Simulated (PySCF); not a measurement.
C2H6N (SMILES [CH2-]NC), charge -1, singlet, at a GFN2-xTB geometry (in this run its highest filled SCF level lies above zero, so its values depend strongly on the basis, on diffuse functions most of all). Base run: BLYP/3-21G (PySCF).

Geometry (Å):
```xyz
9

C      0.0684    -0.3434     1.2800
N     -0.0203     0.5773     0.0303
C     -0.0146    -0.2324    -1.1566
H      0.0745     0.4298     2.1236
H     -1.0013    -0.7492     1.3456
H      0.8511     1.1161     0.0472
H      0.8205    -0.9667    -1.2245
H      0.0187     0.3962    -2.0642
H     -0.9438    -0.8117    -1.1801
```
Charge -1, spin multiplicity 1.
All else is at PySCF's defaults.
Base energy -133.61174 Eh.

Each row names what was changed in the base input (with any setting that the change needs).

| change | ΔE vs base (mEh) | SCF cycles | outcome |
|---|---|---|---|
| base | 0.000 | 10 | converged |
| conv_tol_grad = 1e-7 | 0.000 | 13 | converged |
| init_guess = atom | 0.000 | 11 | converged |
| conv_tol = 1e-4 | 0.000 | 8 | converged |
| init_guess = mod_huckel | 0.000 | 11 | converged |
| diis_space = 2 | 0.000 | 31 | converged |
| solver = newton | 0.000 | - | converged |
| diis = off; damp = 0.3 (with mf.diis_start_cycle = 200; with mf.max_cycle = 150) | - | 150 | not converged |
| diis = off; damp = 0.6 (with mf.diis_start_cycle = 200; with mf.max_cycle = 150) | 0.000 | 16 | converged |
| level_shift = 0.3 (with mf.max_cycle = 100) | 0.000 | 21 | converged |
| DIIS = EDIIS | - | 50 | not converged |
| conv_tol = 1e-6 | 0.000 | 9 | converged |
| level_shift = 0.1 (with mf.max_cycle = 100) | 0.000 | 12 | converged |
